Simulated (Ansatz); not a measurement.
Job for Ansatz (an electronic-structure program): U-CCSD(T)/cc-pVDZ on GaH3O (SMILES [OH][GaH2]), a point of a bond scan (R = 3.112 Å). The run froze 15 orbitals, filled d shells among them.

Ansatz 0.2 input:
```yaml
crystal:
  periodic: [false, false, false]
  atoms:
    - {symbol: Ga, position_ang: [-0.22521905, -0.28436532, 0.02581913]}
    - {symbol: H, position_ang: [0.34575939, -2.30999724, 2.31868683]}
    - {symbol: H, position_ang: [-1.35945454, -0.30870479, -1.05292543]}
    - {symbol: O, position_ang: [0.93817677, 1.08727522, -0.02402144]}
    - {symbol: H, position_ang: [0.77556061, 1.72300911, -0.72754919]}
basis:
  gaussian:
    orbitals: cc-pVDZ
correlation: {method: ccsd_t, electrons: outside_noble_gas}
scf: {omitted_lower_state_checks: [cluster_reference]}
magnetization: {spin_polarized: true, initial_magnetization: 0}
```

**Question.** Give the final energy of this run.

**Answer.** -2000.0106 hartree (reference determinant -1999.7374, T1 diagnostic 0.049). Its determinant has ⟨S²⟩ = 0.90, a mixture of spin states.
